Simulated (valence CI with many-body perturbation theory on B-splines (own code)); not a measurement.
## Sensitivity of CI+MBPT for Ta⁴⁰⁺

Calculated by relativistic CI+MBPT: five valence electrons over a frozen Dirac-Fock core [Ar] 3d10, radial functions for each j: 6 s, 6 p, 5 d, 3 f, 1 g, with the one-electron correlation potential Σ1 (screened to all orders), the two-electron term Σ2, the three-electron term Σ3, Breit, model QED; selected single and double excitations, second order for the rest, scaled by the run's own slope (own B-spline code, finite nucleus).

No measured spectrum was set against this ion. As an estimate, large intervals hold to a few tenths of a per cent, small ones and those within an open d or f shell to about a per cent. Among the levels kept, up to 390 cm⁻¹ of a level comes from second order outside the variational space, and about a tenth of that is noise between levels of different J, which matters for small intervals.

The reference run has the lowest level (4s^2 4p1/2^2 4p3/2) J=3/2 and an ionisation energy of 1912.04 eV. Its largest variational space holds 9998 state functions.

Levels are named by their leading jj configuration (3d3/2^4 stands for four electrons in 3d with j = 3/2), which in mixed levels can hold well under half, so a name can repeat and another be missing. Letters in brackets count levels of one name in rising energy.

Changed runs:
A. size limit of the variational space 10000 → 1500; second order for the rest on → off
B. natural orbitals for correlation on → off; QED terms on → off
C. correlating orbitals by l 3 3 3 2 1 → 4 4 0 0 0; highest l in the core sums 6 → 7
D. size limit of the variational space 10000 → 100; second order for the rest on → off (bad on purpose)

Excitation energies of the reference run in cm⁻¹, and shifts in cm⁻¹:

```
                             Level  Reference      A      B      C      D
        (4s^2 4p1/2 4p3/2^2) J=3/2     665037   +431  -1211   -364   +688
        (4s^2 4p1/2 4p3/2^2) J=5/2     708351   +190   -841   +226  +1481
        (4s^2 4p1/2 4p3/2^2) J=1/2     762673   -459   -513   +556  -1511
        (4s^2 4p1/2^2 4d3/2) J=3/2    1211550  +1064  +2002   +870  +2272
        (4s^2 4p1/2^2 4d5/2) J=5/2    1372280  +1365  +4053    -23  +2161
              (4s^2 4p3/2^3) J=3/2    1435460   -4.2  -1635   +265   -367
        (4s 4p1/2^2 4p3/2^2) J=5/2    1478460  +1612  +5290   +787  +3261
        (4s 4p1/2^2 4p3/2^2) J=1/2    1553350   +205  +8245   +330   -216
        (4s 4p1/2^2 4p3/2^2) J=3/2    1570580  +1315  +7817   +373  +1844
(4s^2 4p1/2 4p3/2 4d3/2) J=5/2 [a]    1873640  +1766   +698   +489  +4929
(4s^2 4p1/2 4p3/2 4d3/2) J=3/2 [a]    1874940  +1360   +752   +263  +1987
(4s^2 4p1/2 4p3/2 4d3/2) J=1/2 [a]    1877800   +349   +570   +189   -341
            Ionisation energy (eV)    1912.04  -0.15  -0.06  -0.20  -0.67
```
